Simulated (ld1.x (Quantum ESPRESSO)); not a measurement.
Plane-wave convergence, TM potential for silicon

| Item | Value |
| --- | --- |
| Element | Si |
| Generator | ld1.x (Quantum ESPRESSO) 7.5 |
| Type | norm-conserving Troullier–Martins (Kleinman–Bylander form) |
| Functional | PBEsol |
| Relativity | scalar-relativistic |
| Frozen core | [Ne] |
| Valence charge | 4 |
| Reference configuration | 3s2 3p1 (charge +1) |
| Partial waves | 3s (bound): rc 1.35 bohr; 3p (bound): rc 1.50 bohr; 3d channel at -0.15 Ry: rc 1.15 bohr |
| Local potential | the d channel |
| Core correction | none |

The pseudo-atom Hamiltonian at the reference potential is diagonalised in spherical Bessel functions j_l(qr) that vanish at 20 bohr, with q² up to the cutoff. All-electron valence levels (Ry): 3s -1.3955, 3p -0.8545.

Problem. How do the lowest levels (Ry) of each channel move with the cutoff, and are there ghosts?

Solution.

| cutoff (Ry) | s #1 | s #2 | s #3 | p #1 | p #2 | d #1 | d #2 | f #1 | Σ f·Δε (mRy) |
| --- | --- | --- | --- | --- | --- | --- | --- | --- | --- |
| 8 | -1.3591 | -0.3163 | -0.1107 | -0.8490 | -0.2100 | -0.2453 | -0.0829 | -0.0529 | 78.4 |
| 12 | -1.3858 | -0.3189 | -0.1113 | -0.8492 | -0.2101 | -0.2509 | -0.0848 | -0.0529 | 24.7 |
| 21 | -1.4031 | -0.3195 | -0.1125 | -0.8495 | -0.2101 | -0.2560 | -0.0864 | -0.0529 | 20.2 |
| 30 | -1.5686 | -1.3569 | -0.3187 | -0.8509 | -0.2106 | -0.2580 | -0.0870 | -0.0529 | 80.8 |
| 45 | -2.6980 | -1.3941 | -0.3188 | -0.8540 | -0.2115 | -0.2598 | -0.0876 | -0.0529 | 3.5 |
| 55 | -2.8676 | -1.3942 | -0.3190 | -0.8543 | -0.2116 | -0.2604 | -0.0877 | -0.0529 | 3.0 |
| 80 | -2.9050 | -1.3952 | -0.3194 | -0.8544 | -0.2116 | -0.2608 | -0.0879 | -0.0529 | 0.8 |
| 100 | -2.9059 | -1.3953 | -0.3194 | -0.8545 | -0.2116 | -0.2608 | -0.0879 | -0.0529 | 0.4 |
| 400 | -2.9077 | -1.3955 | -0.3194 | -0.8545 | -0.2116 | -0.2608 | -0.0879 | -0.0529 | 0.0 |

Result: ghost state, extra bound levels that the all-electron valence spectrum of the same l lacks: s at -39.6 eV (a true bound ghost makes a file unfit for plane-wave use); 10 mRy is reached at 40 Ry and 1 mRy at 80 Ry.
